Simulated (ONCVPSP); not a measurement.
arsenic: ONCV pseudisation with PBE, scalar-relativistic reference atom.

ONCVPSP 4.0.1 was run on this input:

```
# ATOM AND REFERENCE CONFIGURATION
# atsym  z   nc   nv     iexc    psfile
  As 33.00    6    2        4      upf
#
#   n    l    f
    1    0    2.00
    2    0    2.00
    2    1    6.00
    3    0    2.00
    3    1    6.00
    3    2   10.00
    4    0    2.00
    4    1    2.50
#
# PSEUDOPOTENTIAL AND OPTIMIZATION
# lmax
    2
#
#   l,   rc,      ep,       ncon, nbas, qcut
    0    1.45    0.00    3    8    4.50
    1    1.55    0.00    3    7    6.20
    2    1.55    0.20    4    7    7.10
#
# LOCAL POTENTIAL
# lloc, lpopt,  rc(5),   dvloc0
    4    3    1.45    1.00
#
# VANDERBILT-KLEINMAN-BYLANDER PROJECTORs
# l, nproj, debl
    0    3    1.60
    1    1    0.80
    2    1    2.50
#
# MODEL CORE CHARGE
# icmod, fcfact, rcfact
    3    4.25    1.60
#
# LOG DERIVATIVE ANALYSIS
# epsh1, epsh2, depsh
   -2.00    5.00    0.02
#
# OUTPUT GRID
# rlmax, drl
    6.00    0.01
#
# TEST CONFIGURATIONS
# ncnf
    4
# nvcnf
#   n    l    f
    2
    4    0    2.00
    4    1    3.00
#
    2
    4    0    2.00
    4    1    2.00
#
    2
    4    0    2.00
    4    1    1.00
#
    2
    4    0    2.00
    4    1    0.00
#
```

Command:

```bash
oncvpsp.x < As.dat > As.out
```

The program printed (shortened: citation, most of the input echo, consistency checks and plot data are left out):

```
ONCVPSP  (Optimized Norm-Conservinng Vanderbilt PSeudopotential)
scalar-relativistic version 4.0.1

#   n    l    f        energy (Ha)
    1    0    2.00    -4.3085634E+02
    2    0    2.00    -5.4807944E+01
    2    1    6.00    -4.8079016E+01
    3    0    2.00    -7.1636962E+00
    3    1    6.00    -5.0826464E+00
    3    2   10.00    -1.6635432E+00
    4    0    2.00    -6.8870543E-01
    4    1    2.50    -3.3413895E-01

Reference configufation results
  iterations    24
  all-electron total energy (Ha)   -2.26067586D+03

Begin loop to  construct optimized pseudo wave functions
and semi-local pseudopoentials for all angular momenta

   Wellstate for l =  0  n =  5
     eigenvalue =   0.9113
     asymptotic potential =   1.4113
     half-point radius =  2.8585

   Wellstate for l =  0  n =  6
     eigenvalue =   2.5113
     asymptotic potential =   3.0113
     half-point radius =  3.2052

Calculating optimized projector #   1

 for l=   0

    Fraction of norm inside rc  0.268727
    Optimizing pswf for qcut=   4.49 a_B^-1,  ecut=  10.06 Ha
    Residual kinetic energy error=  7.84D-04 Ha

    Energy error per electron        Cutoff
         Ha          eV             Ha
         0.01000     0.27211        6.85
         0.00100     0.02721        9.75
         0.00010     0.00272       31.85
         0.00001     0.00027       86.14

Calculating optimized projector #   2

 for l=   0

    Fraction of norm inside rc  0.141547
    Optimizing pswf for qcut=   4.49 a_B^-1,  ecut=  10.06 Ha
    Residual kinetic energy error=  1.64D-03 Ha

    Energy error per electron        Cutoff
         Ha          eV             Ha
         0.01000     0.27211        7.70
         0.00100     0.02721       15.28
         0.00010     0.00272      113.31
         0.00001     0.00027      194.29

Calculating optimized projector #   3

 for l=   0

    Fraction of norm inside rc  0.084672
    Optimizing pswf for qcut=   4.49 a_B^-1,  ecut=  10.06 Ha
    Residual kinetic energy error=  4.07D-03 Ha

    Energy error per electron        Cutoff
         Ha          eV             Ha
         0.01000     0.27211        9.03
         0.00100     0.02721       12.46
         0.00010     0.00272      150.52
         0.00001     0.00027      255.56

Calculating optimized projector #   1

 for l=   1

    Fraction of norm inside rc  0.171425
    Optimizing pswf for qcut=   6.19 a_B^-1,  ecut=  19.17 Ha
    Residual kinetic energy error=  6.36D-06 Ha

    Energy error per electron        Cutoff
         Ha          eV             Ha
         0.01000     0.27211        2.79
         0.00100     0.02721        9.49
         0.00010     0.00272       12.80
         0.00001     0.00027       16.61

   Wellstate for l =  2  n =  4
     eigenvalue =   0.2000
     asymptotic potential =   0.7000
     half-point radius =  4.2763

Calculating optimized projector #   1

 for l=   2

    Fraction of norm inside rc  0.058346
    Optimizing pswf for qcut=   7.11 a_B^-1,  ecut=  25.26 Ha
    Residual kinetic energy error=  1.93D-03 Ha

    Energy error per electron        Cutoff
         Ha          eV             Ha
         0.01000     0.27211       19.70
         0.00100     0.02721       36.66
         0.00010     0.00272       70.14
         0.00001     0.00027       98.35

Construct Vanderbilt / Kleinmman-Bylander projectors

B matrix Hermiticity error, ll=   0
   1   2    1.1807E-04
   1   3   -2.1684E-04
   2   3    9.3421E-05

  Orthonormal projector coefficients -4.1357E+01  6.5530E+00  1.0588E+00

Model core correction analysis
  based on d2Exc/dn_idn_j

d2excae - all-electron derivatives

   -3.293773D-02   -2.709475D-02
   -2.709383D-02   -2.804009D-02

d2excps - pseudofunction derivatives with no core correction

   -4.163027D-02   -3.092657D-02
   -3.092914D-02   -2.958076D-02

rms 2nd derivative error    5.179923E-03

rmatch, rhocmatch    1.3640    1.0724

Teter function model core charge with specified parameters

d2excps - pseudofunction derivatives with core correction

   -2.794009D-02   -2.335178D-02
   -2.335143D-02   -2.485742D-02

rms 2nd derivative error    3.972440E-03

Pseudoatom total energy   -6.154566

Diagnostic tests using Vanderbilt-Kleinman-Bylander pseudopotentials
  1 or more projectors used as specified by nproj input data

   l    rcore       rmatch      e in        delta e   norm test  slope test

   0   1.4567435   1.5009734  -0.6887054   0.0000169   1.0000124   0.9997641
   0   1.4567435   1.5009734   0.9112946   0.0004463   1.0001456   1.0001456
   0   1.4567435   1.5009734   2.5112946   0.0004616   1.0003866   1.0003866

   1   1.5558255   1.6030637  -0.3341389  -0.0000136   0.9999760   1.0001216

   2   1.5558255   1.6030637   0.2000000   0.0000185   1.0000035   1.0000035

 Testing for bound ghosts
   n   l    E NL Schr. Eq   E Basis Diag.   E Cutoff

       0                       -6.919752    163.26  WARNING - GHOST(-)
   1   0       -0.688689       -0.677420    163.26

   2   1       -0.334153       -0.304834     62.79

 Testing for highly-localized positive-energy ghosts
       l    <radius>/rc     E Basis Diag.   E Cutoff

       0        0.444546       89.425850    163.26  WARNING - GHOST(+)

       2        0.815696       47.903519     74.44  WARNING - GHOST(+)

       2        0.764913       75.506571     74.44  WARNING - GHOST(+)

Test configuration 0

   n   l     f        eae           eps        diff
   1   0  2.0000 -430.85633813
   2   0  2.0000  -54.80794436
   2   1  6.0000  -48.07901569
   3   0  2.0000   -7.16369622
   3   1  6.0000   -5.08264641
   3   2 10.0000   -1.66354322
   4   0  2.0000   -0.68870543   -0.68868855    1.69D-05
   4   1  2.5000   -0.33413895   -0.33415256   -1.36D-05

    Total energies and differences
      AE_ref= -2.26067586D+03  AE_tst= -2.26067586D+03  dif=  0.00D+00
      PS_ref= -6.15456590D+00  PS_tst= -6.15456590D+00  dif=  2.49D-14
      PSP excitation error= -2.49D-14

Test configuration 1

   n   l     f        eae           eps        diff
   1   0  2.0000 -430.68474654
   2   0  2.0000  -54.63741766
   2   1  6.0000  -47.90834793
   3   0  2.0000   -6.99360286
   3   1  6.0000   -4.91255763
   3   2 10.0000   -1.49369658
   4   0  2.0000   -0.53265325   -0.53221224    4.41D-04
   4   1  3.0000   -0.19091332   -0.19053606    3.77D-04

    Total energies and differences
      AE_ref= -2.26067586D+03  AE_tst= -2.26080651D+03  dif= -1.31D-01
      PS_ref= -6.15456590D+00  PS_tst= -6.28512152D+00  dif= -1.31D-01
      PSP excitation error= -9.53D-05

Test configuration 2

   n   l     f        eae           eps        diff
   1   0  2.0000 -431.04793338
   2   0  2.0000  -54.99773572
   2   1  6.0000  -48.26903610
   3   0  2.0000   -7.35274464
   3   1  6.0000   -5.27167127
   3   2 10.0000   -1.85213267
   4   0  2.0000   -0.85830378   -0.85940668   -1.10D-03
   4   1  2.0000   -0.49022998   -0.49133007   -1.10D-03

    Total energies and differences
      AE_ref= -2.26067586D+03  AE_tst= -2.26047028D+03  dif=  2.06D-01
      PS_ref= -6.15456590D+00  PS_tst= -5.94871554D+00  dif=  2.06D-01
      PSP excitation error= -2.73D-04

Test configuration 3

   n   l     f        eae           eps        diff
   1   0  2.0000 -431.48242963
   2   0  2.0000  -55.42607330
   2   1  6.0000  -48.69813149
   3   0  2.0000   -7.77848885
   3   1  6.0000   -5.69728781
   3   2 10.0000   -2.27619489
   4   0  2.0000   -1.22918273   -1.23555071   -6.37D-03
   4   1  1.0000   -0.83306953   -0.83954449   -6.47D-03

    Total energies and differences
      AE_ref= -2.26067586D+03  AE_tst= -2.25981179D+03  dif=  8.64D-01
      PS_ref= -6.15456590D+00  PS_tst= -5.28675848D+00  dif=  8.68D-01
      PSP excitation error= -3.74D-03

Test configuration 4

   n   l     f        eae           eps        diff
   1   0  2.0000 -431.97662462
   2   0  2.0000  -55.91023323
   2   1  6.0000  -49.18349980
   3   0  2.0000   -8.25834629
   3   1  6.0000   -6.17686237
   3   2 10.0000   -2.75313011
   4   0  2.0000   -1.63281311   -1.64969907   -1.69D-02

    Total energies and differences
      AE_ref= -2.26067586D+03  AE_tst= -2.25879371D+03  dif=  1.88D+00
      PS_ref= -6.15456590D+00  PS_tst= -4.25707400D+00  dif=  1.90D+00
      PSP excitation error= -1.53D-02
```

Note: ghosts flagged at negative energy: s at -188.3 eV; GHOST(+) flags only above 600 eV. A true bound ghost makes a file unfit for plane-wave use.

The run took about 3.3 s on one core of a shared server CPU.
